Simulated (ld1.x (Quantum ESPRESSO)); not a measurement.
**La (Z = 57), TM: configuration errors across variants**

ld1.x (Quantum ESPRESSO) 7.5 input, shortened:

```
&input
   title='La', zed=57., rel=1, dft='PBE', iswitch=3,
   config='[Xe] 4f0 5d1 6s1.5 6p0.5'
 /
 &inputp
   pseudotype=2, tm=.true., lloc=2,
   nlcc=.false.
 /
4
6S  1  0   1.50   0.00  2.85  2.85  0.0
6P  2  1   0.50   0.00  4.15  4.15  0.0
4F  4  3   0.00   0.00  1.25  1.25  0.0
5D  3  2   1.00   0.00  2.85  2.85  0.0
 &test
   configts(1)='4f0 5d1 6s1.5 6p0.5'
 /
```

All-electron excitation energies from the reference (eV): (1) 4f0 5d1 6s2 6p0 -1.176; (2) 4f0 5d1 6s1 6p0 4.790; (3) 4f0 5d1 6s0 6p0 15.678; (4) 4f0 5d0 6s2 6p1 1.131; (5) 4f0 5d1.5 6s1.5 6p0 -0.829; (6) 4f0 5d0 6s2 6p0 5.209.

Tests that are not counted but printed errors over 1 eV. “base”: 4f0 5d1 6s0 6p2 (solver errors, printed error -16.5 eV). “all radii scaled by about 0.75 (s 2.12, p 3.10, d 2.12, f 0.94 bohr)”: 4f0 5d0 6s2 6p1 (solver errors, printed error -20.7 eV); 4f0 5d1 6s0 6p2 (solver errors, printed error -16.5 eV); 2 more. “all radii scaled by about 0.89 (s 2.54, p 3.70, d 2.54, f 1.12 bohr)”: 4f0 5d1 6s0 6p2 (solver errors, printed error -16.5 eV). “all radii scaled by about 0.97 (s 2.76, p 4.02, d 2.76, f 1.22 bohr)”: 4f0 5d1 6s0 6p2 (solver errors, printed error -16.5 eV). “all radii scaled by about 1.06 (s 3.02, p 4.40, d 3.02, f 1.32 bohr)”: 4f0 5d0 6s2 6p1 (solver errors, printed error -1.7 eV); 4f0 5d1 6s0 6p2 (solver errors, printed error -14.9 eV).

A true bound ghost makes a file unfit for plane-wave use even where its test errors are small: the radial tests pick states by their node count and pass the ghost by. Where a test does run into it, the solver fails or the error is huge.

Errors AE − PS in meV (a dash: test not solved or not reliable):

| change | (1) | (2) | (3) | (4) | (5) | (6) | bound ghosts |
| --- | --- | --- | --- | --- | --- | --- | --- |
| base | +1.1 | -1.4 | +196 | +194 | +8.2 | +225 | s, p |
| all radii scaled by about 0.75 (s 2.12, p 3.10, d 2.12, f 0.94 bohr) | +8.1 | – | +330 | – | +24 | – | s, p |
| all radii scaled by about 0.89 (s 2.54, p 3.70, d 2.54, f 1.12 bohr) | +3.7 | -2.3 | +278 | +261 | +7.7 | +314 | s, p |
| all radii scaled by about 0.97 (s 2.76, p 4.02, d 2.76, f 1.22 bohr) | +1.9 | -2.4 | +226 | +236 | +8.1 | +280 | s, p |
| all radii scaled by about 1.06 (s 3.02, p 4.40, d 3.02, f 1.32 bohr) | +0.4 | -2.3 | +169 | – | +8.3 | +194 | s, p |
| all radii scaled by about 1.17 (s 3.34, p 4.86, d 3.34, f 1.46 bohr) | -0.4 | -1.9 | +171 | – | +9.1 | +183 | s, p |
| all radii scaled by about 1.35 (s 3.86, p 5.62, d 3.86, f 1.70 bohr) | +0.2 | -2.9 | +168 | – | +11 | +197 | s, p |

(1) Give the same row for: all radii scaled by about 1.28 (s 3.66, p 5.32, d 3.66, f 1.60 bohr).

## Answers

(1) +0.1, -2.1, +172, –, +10, +197; bound ghosts: s, p. Not counted: 4f0 5d0 6s2 6p1 (solver errors, printed error -1.7 eV); 4f0 5d1 6s0 6p2 (solver errors, printed error -16.4 eV).
